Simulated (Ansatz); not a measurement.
Ideal-gas functions of `[TeH]B1N[SiH2]1` at 298.15 K and 1 bar, from an Ansatz frequency run at PBE0-D4/def2-TZVP.

Molar mass 184.54 g/mol, point group Cs (symmetry number 1), electronic degeneracy 1, moments of inertia 32.66, 489.843, 516.522 u Å². Harmonic wavenumbers (cm⁻¹, unscaled): 181, 188, 267, 277, 541, 616, 622, 656, 661, 756, 865, 967, 1024, 1383, 2164, 2225, 2235, 3608.

Use S(trans) = R[1.5 ln M + 2.5 ln T − 1.1517]; rotational temperatures θ = 24.2544 K / I; S(rot) = R[ln(√π/σ · √(T³/θAθBθC)) + 1.5]; for each mode x = 1.438777 ν̃/T, S = R[x/(eˣ − 1) − ln(1 − e⁻ˣ)] and H = RT x/(eˣ − 1); 1 cm⁻¹ = 0.0119627 kJ/mol; R = 8.31446 J/(mol·K).

Q: By hand: the entropy, in J/(mol·K).

A: Translation 173.9. Rotation: θ = 0.7426, 0.0495, 0.047 K, giving 114.7. Vibration, mode by mode: 9.70, 9.40, 6.76, 6.49, 2.36, 1.77, 1.73, 1.52, 1.49, 1.03, 0.67, 0.45, 0.36, 0.08, 0.00, 0.00, 0.00, 0.00, in all 43.8. Electronic 0.0. Sum 332.4 J/(mol·K).

Q: By hand: H − E and G − E in kJ/mol, counted from the electronic energy.

A: Zero-point energy ½ × 19236 × 0.0119627 = 115.1; thermal vibration 8.1; translation, rotation and pV give 4 RT = 9.9. H − E = 133.1 kJ/mol, and G − E = 133.1 − 298.15 × 332.4/1000 = 34.0 kJ/mol.

Vibration gives 13 % of the entropy.
